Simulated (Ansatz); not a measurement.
Geometry optimisation, RHF/def2-SVP (Ansatz 0.2.0).

Input file:

```yaml
crystal:
  periodic: [false, false, false]
  atoms:
    - { symbol: Ta, position_ang: [0.0, 0.0, 0.0] }
    - { symbol: O, position_ang: [2.37, 0.0, 0.0] }
    - { symbol: H, position_ang: [2.7071, -0.5308, 0.7903] }
    - { symbol: F, position_ang: [0.0, 0.0, 1.93] }
    - { symbol: Cl, position_ang: [0.0, 0.0, -2.47] }
    - { symbol: Cl, position_ang: [-1.235, 2.139, 0.0] }
    - { symbol: Cl, position_ang: [-1.235, -2.139, 0.0] }
    - { symbol: "N", position_ang: [0.7757, -2.0318, -1.1497] }
    - { symbol: H, position_ang: [0.6234, -2.9825, -0.7064] }
    - { symbol: H, position_ang: [1.2623, -1.9565, -2.0884] }
    - { symbol: H, position_ang: [1.9581, -1.2192, -0.6899] }
basis:
  gaussian: { orbitals: def2-SVP }
hamiltonian:
  xc: hf
relax:
  f_tol: 0.15
  max_steps: 25
  restrain:
    - { distance: [0, 7], at: 2.16, k: 30.0 }
    - { distance: [10, 1], at: 1.01, k: 30.0 }
    - { distance: [0, 1], at: 3.22, k: 30.0 }
    - { distance: [10, 7], at: 2.26, k: 30.0 }
```

Run as:

```bash
$ ansatz run input.yaml --threads 4 --pin off --max-ram 5120MiB --backend cpu --events-out ev --progress --plain --runs-dir out
```

Task: Where does it end, and by what steps?

Result: The forces met the threshold. The restraints hold the end off the free minimum; the threshold counts their pulls, which the force column leaves out. Restrained pairs: Ta1–N8 (2.46 → 2.09 Å), O2–H11 (1.46 → 0.97 Å), Ta1–O2 (2.37 → 3.21 Å), N8–H11 (1.51 → 2.27 Å). After 16 steps the energy has fallen by 6.348 eV (the restraints' own energy left out); Cl7 moved furthest, 1.67 Å.

```
step  energy less start (eV)  largest force component (eV/Å)  accepted
   0                  0.0000                           7.356       yes
   1                 -0.4215                           4.879       yes
   2                 -1.5011                           4.512       yes
   3                 -3.1412                           3.354       yes
   4                 -4.4463                           1.872       yes
   5                 -5.2063                           1.681       yes
   6                 -5.6084                           1.672       yes
   7                 -5.8266                           1.629       yes
   8                 -5.9719                           1.550       yes
   9                 -6.0568                           1.626       yes
  10                 -6.1683                           1.472       yes
  11                 -6.2471                           1.547       yes
  12                 -6.2994                           1.596       yes
  13                 -6.3121                           2.006       yes
  14                 -6.3298                           1.744       yes
  15                 -6.3378                           1.643       yes
  16                 -6.3480                           1.744       yes
```

```xyz
11
Properties=species:S:1:pos:R:3
Ta -0.490 -0.559 -0.336
O 2.622 0.214 -0.192
H 3.025 0.244 0.666
F -0.055 -1.208 1.372
Cl -0.328 0.160 -2.562
Cl -0.510 1.619 0.494
Cl -2.644 -1.320 -0.384
N 0.831 -2.071 -0.902
H 1.108 -2.780 -0.245
H 1.073 -2.295 -1.850
H 2.594 -0.725 -0.444
```

The run took 71 s on 4 threads of Arm Neoverse N1, with other jobs on the host, peak memory 0.46 GiB.
